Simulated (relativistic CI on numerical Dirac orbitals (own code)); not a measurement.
**Forbidden transitions in Zn¹³⁺**

Computed by Dirac-Coulomb-Breit CI, separate exchange-only KLI orbitals for each configuration, model QED, unscaled Slater integrals (own radial code, finite nucleus).

CI space (outside the closed core [Ne]): 3s2 3p5, 3s 3p6, 3s2 3p4 3d, 3s 3p5 3d, 3p6 3d, 3s 3p4 3d2, 3s2 3p4 4s, 3s2 3p3 3d 4p, 3s2 3p4 4p, 3p6 4s, 3p6 4p, 3s 3p4 3d 4s, 3s2 3p4 4d, 3s2 3p3 3d 4s, 3s2 3p2 3d2 4s, 3s 3p3 3d2 4s, 3s2 3p2 3d 4s2, 3s2 3p2 3d 4s 4p, 3s2 3p2 3d 4s 4d. Double excitations out of closed p, d and f shells are left out; levels of such configurations are missing from the list, as are those of other unlisted configurations, and high levels can miss mixing partners.

| λ vac (Å) | Lower | Upper | Type | A (s⁻¹) | gf | Branching (%) |
| --- | --- | --- | --- | --- | --- | --- |
| 97.162 | 3s2 3p4 3d 4F_9/2 [8] | 3s 3p4 3d2 4H_13/2 [120] | E2 | 3.25e+05 | 6.45e-06 | n/a |
| 97.734 | 3s2 3p4 3d 2G_9/2 [21] | 3s 3p4 3d2 2I_13/2 [140] | E2 | 3.38e+06 | 6.77e-05 | n/a |
| 97.847 | 3s2 3p4 3d 2G_7/2 [20] | 3s 3p4 3d2 2I_11/2 [138] | E2 | 2.16e+06 | 3.72e-05 | n/a |
| 100.01 | 3s2 3p4 3d 4F_9/2 [8] | 3s 3p4 3d2 4H_11/2 [103] | E2 | 6.40e+05 | 1.15e-05 | n/a |
| 100.93 | 3s2 3p4 3d 4F_7/2 [10] | 3s 3p4 3d2 4H_11/2 [103] | E2 | 1.72e+06 | 3.16e-05 | n/a |
| 101.16 | 3s2 3p4 3d 4F_9/2 [8] | 3s 3p4 3d2 4H_13/2 [99] | E2 | 2.86e+06 | 6.14e-05 | n/a |
| 103.53 | 3s2 3p4 3d 2F_7/2 [16] | 3s 3p4 3d2 4H_11/2 [103] | E2 | 3.44e+05 | 6.64e-06 | n/a |
| 114.13 | 3s2 3p4 3d 4F_9/2 [8] | 3s 3p4 3d2 6G_13/2 [68] | E2 | 2.12e+02 | 5.80e-09 | n/a |
| 170.41 | 3s2 3p5 2P°_3/2 [1] | 3s2 3p4 3d 2G_7/2 [20] | M2 | 1.64e+01 | 5.72e-10 | 3.2 |
| 176.50 | 3s2 3p5 2P°_3/2 [1] | 3s2 3p4 3d 2F_7/2 [16] | M2 | 1.30e+01 | 4.86e-10 | 2.6 |
| 184.62 | 3s2 3p5 2P°_3/2 [1] | 3s2 3p4 3d 4F_7/2 [10] | M2 | 1.90e+01 | 7.76e-10 | 26.4 |
| 201.83 | 3s2 3p5 2P°_3/2 [1] | 3s2 3p4 3d 4D_7/2 [5] | M2 | 1.10e+02 | 5.37e-09 | 99.9 |
| 224.06 | 3s 3p5 3d 4F°_9/2 [35] | 3s 3p4 3d2 6G_13/2 [68] | M2 | 2.09e+01 | 2.20e-09 | n/a |
| 728.70 | 3s2 3p4 3d 4D_5/2 [4] | 3s2 3p4 3d 2F_7/2 [24] | M1 | 1.08e+02 | 6.90e-08 | 8.2 |
| 736.77 | 3s2 3p4 3d 4D_7/2 [5] | 3s2 3p4 3d 2F_7/2 [24] | M1 | 4.41e+02 | 2.87e-07 | 33.5 |
| 1014.0 | 3s2 3p4 3d 4F_9/2 [8] | 3s2 3p4 3d 2F_7/2 [24] | M1 | 5.37e+02 | 6.62e-07 | 40.7 |
| 1068.7 | 3s2 3p4 3d 4D_7/2 [5] | 3s2 3p4 3d 2G_9/2 [21] | M1 | 6.07e+01 | 1.04e-07 | 10.1 |
| 1076.9 | 3s2 3p4 3d 4D_5/2 [4] | 3s2 3p4 3d 2G_7/2 [20] | M1 | 7.08e+01 | 9.85e-08 | 13.8 |
| 1094.6 | 3s2 3p4 3d 4D_7/2 [5] | 3s2 3p4 3d 2G_7/2 [20] | M1 | 1.27e+02 | 1.83e-07 | 24.8 |
| 1265.2 | 3s2 3p4 3d 4F_5/2 [13] | 3s2 3p4 3d 2F_7/2 [24] | M1 | 4.07e+01 | 7.82e-08 | 3.1 |
| 1377.2 | 3s2 3p4 3d 4D_5/2 [4] | 3s2 3p4 3d 2F_7/2 [16] | M1 | 2.60e+01 | 5.92e-08 | 5.2 |
| 1406.3 | 3s2 3p4 3d 4D_7/2 [5] | 3s2 3p4 3d 2F_7/2 [16] | M1 | 2.18e+02 | 5.18e-07 | 43.7 |
| 1588.2 | 3s2 3p4 3d 4P_5/2 [18] | 3s2 3p4 3d 2F_7/2 [24] | M1 | 3.84e+01 | 1.16e-07 | 2.9 |
| 1771.0 | 3s2 3p4 3d 4F_9/2 [8] | 3s2 3p4 3d 2G_9/2 [21] | M1 | 4.79e+02 | 2.25e-06 | 79.6 |
| 1787.7 | 3s2 3p4 3d 2D_5/2 [19] | 3s2 3p4 3d 2F_7/2 [24] | M1 | 6.01e+01 | 2.30e-07 | 4.6 |
| 1843.5 | 3s2 3p4 3d 4F_9/2 [8] | 3s2 3p4 3d 2G_7/2 [20] | M1 | 2.00e+01 | 8.15e-08 | 3.9 |
| 2096.9 | 3s2 3p4 3d 4D_5/2 [4] | 3s2 3p4 3d 4F_7/2 [10] | M1 | 2.87e+00 | 1.51e-08 | 4.0 |
| 2165.2 | 3s2 3p4 3d 4D_7/2 [5] | 3s2 3p4 3d 4F_7/2 [10] | M1 | 3.05e+01 | 1.72e-07 | 42.5 |
| 2213.9 | 3s2 3p4 3d 4F_7/2 [10] | 3s2 3p4 3d 2G_7/2 [20] | M1 | 2.22e+02 | 1.31e-06 | 43.4 |
| 2253.7 | 3s2 3p4 3d 2G_7/2 [20] | 3s2 3p4 3d 2F_7/2 [24] | M1 | 2.87e+01 | 1.75e-07 | 2.2 |
| 2694.7 | 3s2 3p4 3d 4D_7/2 [5] | 3s2 3p4 3d 4F_9/2 [8] | M1 | 5.34e+01 | 5.81e-07 | 99.9 |
| 2884.4 | 3s2 3p4 3d 4F_5/2 [13] | 3s2 3p4 3d 2G_7/2 [20] | M1 | 2.44e+01 | 2.43e-07 | 4.8 |
| 2915.1 | 3s2 3p5 2P°_3/2 [1] | 3s2 3p5 2P°_1/2 [2] | M1 | 7.25e+02 | 1.85e-06 | 100.0 |
| 2941.4 | 3s2 3p4 3d 4F_9/2 [8] | 3s2 3p4 3d 2F_7/2 [16] | M1 | 1.71e+02 | 1.78e-06 | 34.4 |
| 4012.6 | 3s2 3p4 3d 4F_7/2 [10] | 3s2 3p4 3d 2F_7/2 [16] | M1 | 4.31e+01 | 8.32e-07 | 8.6 |
| 4451.1 | 3s2 3p4 3d 2F_7/2 [16] | 3s2 3p4 3d 2G_9/2 [21] | M1 | 5.23e+01 | 1.55e-06 | 8.7 |
| 4938.8 | 3s2 3p4 3d 2F_7/2 [16] | 3s2 3p4 3d 2G_7/2 [20] | M1 | 2.79e+01 | 8.16e-07 | 5.4 |
| 6934.3 | 3s2 3p4 3d 4F_5/2 [13] | 3s2 3p4 3d 2F_7/2 [16] | M1 | 2.54e+01 | 1.46e-06 | 5.1 |
| 7031.1 | 3s 3p4 3d2 6F_11/2 [61] | 3s 3p4 3d2 6G_13/2 [68] | M1 | 1.95e+01 | 2.02e-06 | n/a |
| 11018.3 | 3s2 3p4 3d 4F_9/2 [8] | 3s2 3p4 3d 4F_7/2 [10] | M1 | 1.92e+01 | 2.79e-06 | 26.7 |

Terms are leading LS components. Brackets give the number of a level in order of energy, since labels repeat. The list gives strong lines, with weight on those to low levels, among the lowest 200 of 2248 levels, so that lines to higher ones, which can be the strongest, are missing. Levels whose partners in the same complex of configurations lie outside the list can be far off, and so can their lines. Rates are taken at the computed energies, electric ones in the length gauge.

At this charge energies of transitions that change n are usually good to better than 1 %, and those within a shell (Δn = 0) to a few per cent.

(1) From the table, what is the radiative lifetime of 3s2 3p4 3d 2G_7/2?

## Answers

(1) The listed rates from this level add up to about 5.09e+02 s⁻¹, 99 % of its decay; with all channels τ = 1.95e-03 s.

LS names give the leading component of a level, which can be under half, so a name can repeat, a term be missing and a line seem to break the LS rules.
